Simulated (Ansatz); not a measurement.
`[CH3][Al]([SH])[Cl]` + H₂O → `[OH][Al]([SH])[Cl]` + CH₄  (formal hydrolysis of the Al–C bond)

Computed with Ansatz on PBE0-D4/def2-TZVP structures; ΔE is electronic, products minus reactants. CCSD(T)/CBS adds triple-zeta CCSD(T) − MP2 to the extrapolated MP2 energy (def2 sets, frozen cores). This one scheme is used for every species. DFT in def2-TZVPP. Each species was taken in one conformer, which may not be the lowest.

`[CH3][Al]([SH])[Cl]`:

```xyz
8

C    -0.656   -0.400   -1.168
Al    0.112    0.307    0.458
S     1.846   -0.602    1.409
Cl   -0.706    2.005    1.389
H    -0.651    0.356   -1.958
H    -0.110   -1.275   -1.528
H    -1.699   -0.689   -1.008
H     1.863    0.298    2.407
```

H₂O:

Cartesian coordinates in Å:
```
O 0.293 0.202 0.158
H -0.225 0.432 -0.617
H -0.067 -0.634 0.459
```

`[OH][Al]([SH])[Cl]`:

Z-matrix (Å, degrees):
```
Al
S 1 2.161
Cl 1 2.092 2 120.7
O 1 1.680 2 117.8 3 -180.0
H 2 1.345 1 91.8 3 -0.0
H 4 0.956 1 124.1 2 180.0
```

CH₄:

```xyz
5

C     0.000    0.000    0.000
H     0.636    0.532   -0.707
H    -1.034    0.317   -0.133
H     0.320    0.224    1.017
H     0.077   -1.072   -0.177
```

| level | ΔE (eV) |
| --- | --- |
| r2SCAN0 | -1.40 |
| RPA@PBE/def2-TZVPP | -1.38 |

What does CCSD(T)/CBS give? (An estimate is asked.)

Computed: -1.36 eV. The listed levels differ from it by -0.04, -0.02 eV.

Largest T1 diagnostic among the species: 0.011.

At CCSD(T), def2-SVP lies −0.09 eV from the extrapolated value and def2-TZVPP −0.03 eV. In def2-TZVPP, CCSD(T) changes the Hartree–Fock value by +0.13 eV (the triples alone add +0.02 eV) and MP2 by +0.11 eV.
